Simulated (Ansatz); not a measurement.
# Energy profile

The step: BH₂Cl ([BH2][Cl]) + H₂O + HF → BH₃O ([BH2][OH]) + HCl + HF; bonds formed: Cl2–H7, H5–F8; dative contacts that become bonds: B1–O6; bonds broken: B1–Cl2, H5–O6, H7–F8 (atoms numbered as in the saddle structure below).

| atom | x (Å) | y (Å) | z (Å) |
| --- | --- | --- | --- |
| B1 | -0.8203 | -0.1407 | -0.6383 |
| Cl2 | 1.2422 | -0.2185 | -1.3177 |
| H3 | -1.2725 | -1.1268 | -1.1362 |
| H4 | -1.1051 | 0.9497 | -1.0233 |
| H5 | 0.3709 | 0.4489 | 1.1351 |
| O6 | -0.6647 | -0.1951 | 0.8098 |
| H7 | 1.5362 | 0.4675 | -0.0852 |
| F8 | 1.3559 | 0.9111 | 1.1110 |
| H9 | -0.6425 | -1.0962 | 1.1445 |

Electronic energies by CCSD(T) at an estimated basis limit (MP2 extrapolated from triple and quadruple zeta, plus CCSD(T) − MP2 in triple zeta), on PBE0-D4/def2-TZVP structures; BH₅ClOF, closed shell; no counterpoise correction. Program: Ansatz 0.2.0. Basis: def2-TZVPP and def2-QZVPP. Cores are frozen in the correlated methods. Extrapolation: Hartree–Fock as exp(−7.88 √X), correlation as X^−2.97.

Q: Give the profile in eV, counted from the separated reactants. (Judge from chemistry; the value comes from the calculation.)

A: By the calculation:
| point | eV |
| --- | --- |
| separated: BH₂Cl (linked as [BH2][Cl]; B1, Cl2, H3, H4; singlet) + H₂O (H5, O6, H9; singlet) + HF (H7, F8; singlet) | 0.000 |
| start structure | -1.095 |
| saddle | -0.469 |
| end structure | -0.978 |
| separated: BH₃O (linked as [BH2][OH]; B1, H3, H4, O6, H9; singlet) + HCl (Cl2, H7; singlet) + HF (H5, F8; singlet) | -0.460 |
The saddle lies below the separated reactants: the barrier is submerged.

No T1 diagnostic of these runs exceeds 0.014.

For scale, one of the runs: CCSD(T)/def2-TZVPP, 205 basis functions (an equivalent command: `ansatz run in.yaml --threads 4`). Hardware: 4 CPU threads, shared host. Wall time 33 s; peak host memory 2.8 GiB.
